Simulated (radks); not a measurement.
Ionisation of the cobalt ion Co16+, [Ne] 3s1, to [Ne] as the strength of local exchange is varied. Method: non-relativistic Kohn-Sham, Slater X-alpha exchange (alpha = 2/3 is LDA exchange), no correlation, spin-polarised, spherical densities, point nucleus; open shells are filled with parallel spins first; computed with a radial shooting solver on a logarithmic mesh with Libxc functionals.

alpha  E(Co16+) (hartree)  exchange (hartree)  IE (eV)  -e of the level emptied (eV)  <r> of it (bohr)
0.606         -1249.74119           -35.84805   539.26                   524.05 (3s)            0.6468
0.613         -1250.15533           -36.27021   539.57                   524.39 (3s)            0.6466
0.619         -1250.51037           -36.63221   539.83                   524.68 (3s)            0.6464
0.667         -1253.35316           -39.53308   541.90                   527.00 (3s)            0.6449
0.834         -1263.27749           -49.69327   549.15                   535.14 (3s)            0.6399
0.843         -1263.81383           -50.24381   549.54                   535.58 (3s)            0.6396
1.033         -1275.17202           -61.93742   557.85                   544.92 (3s)            0.6340

NIST Atomic Spectra Database: 546.59 eV (semi-empirical). The Delta-SCF value meets it near alpha = 0.77.
